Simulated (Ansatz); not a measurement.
Breaking the Ge1–H2 bond in ClGeH (SMILES [Cl][GeH]) (multiplicity 1 held, fragments rigid). Energies count from the point at 1.606 Å.
Geometry at that point (charge 0, multiplicity 1):
```xyz
3

Ge     0.52862    -0.16249     0.50490
H      1.62035    -0.38333    -0.65158
Cl    -1.09037     0.32841    -0.91207
```

Signs of static correlation in def2-SVP, with CASSCF(2,2), from Ansatz (a program for electronic structure) runs.

```csv
R (Å),T1 of restricted CCSD,⟨S²⟩ of UHF,largest double amplitude of restricted CCSD,weight of the CASSCF reference in MRCISD,CASSCF natural occupations
1.285,0.015,0.156,0.088,0.910,1.99 0.01
1.445,0.015,0.085,0.081,0.910,1.98 0.02
1.606,0.016,0.016,0.072,0.910,1.97 0.03
1.766,0.016,0.000,0.062,0.910,1.96 0.04
1.927,0.017,0.000,0.079,0.910,1.94 0.06
2.168,0.020,0.128,0.152,0.910,1.90 0.10
2.408,0.025,0.545,0.222,0.909,1.84 0.16
2.810,[?],0.845,0.349,0.909,1.69 0.31
3.211,0.060,0.951,0.500,0.909,1.50 0.50
3.693,[?],0.994,0.689,0.909,1.30 0.70
4.335,0.103,1.009,0.882,0.909,1.14 0.86
5.138,0.111,1.013,1.002,0.909,1.05 0.95
```

What belongs in the gaps?


- 2.810, T1 of restricted CCSD: 0.039
- 3.693, T1 of restricted CCSD: 0.084

Doubts at one or more of the structures used: a restricted determinant that unrestricted orbitals would lower (R-CCSD(T)/def2-SVP); other coupled-cluster roots lie near (R-CCSD(T)/def2-SVP); T1 above 0.05 (R-CCSD(T)/def2-SVP, U-CCSD(T)/def2-SVP); a spin-contaminated determinant (U-CCSD(T)/def2-SVP).
